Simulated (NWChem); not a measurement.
Species: BiF2 cation; SMILES [F][Bi+][F]

def2 effective core potentials on Bi; no spin-orbit coupling.

Q: Give the equilibrium geometry at PBE0/def2-SVP with def2 effective core potentials on Bi (NWChem) as a list of bonds and angles, with the point group.

A: point group C2v; any orientation.
Bond lengths (Å): Bi1–F2 1.974, Bi1–F3 1.974. Bond angles (°): F2–Bi1–F3 96.0.
